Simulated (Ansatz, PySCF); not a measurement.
This singlet lies 1.01 eV below the relaxed triplet at the level composite: frozen-core CCSD(T) with HF/cc-pVQZ and the correlation energy extrapolated as X^-3 from cc-pVTZ and cc-pVQZ, plus CCSDT(Q) minus CCSD(T) in cc-pVDZ // PBE0-D3(BJ)/def2-TZVP (Ansatz, an electronic-structure program).

Cartesian coordinates (Å):
```xyz
6

C     -0.5205     0.0883    -0.0336
Si     1.2488     0.6749    -0.3613
H     -1.2855     0.7900    -0.3675
H     -0.6541    -0.1031     1.0389
H     -0.6837    -0.8791    -0.5261
H      1.8949    -0.5710     0.2496
```
Charge 0, spin multiplicity 1.

Q: Predict the total energy, HOMO, LUMO, dipole moment and HOMO–LUMO gap from PySCF with PBE-D3(BJ)/def2-TZVP // PBE0-D3(BJ)/def2-TZVP.

A: 
The total energy is -8972.94 eV and the HOMO is -5.26 eV. The LUMO comes out as -3.41 eV and the dipole moment is 1.19 D. The HOMO–LUMO gap is 1.85 eV.
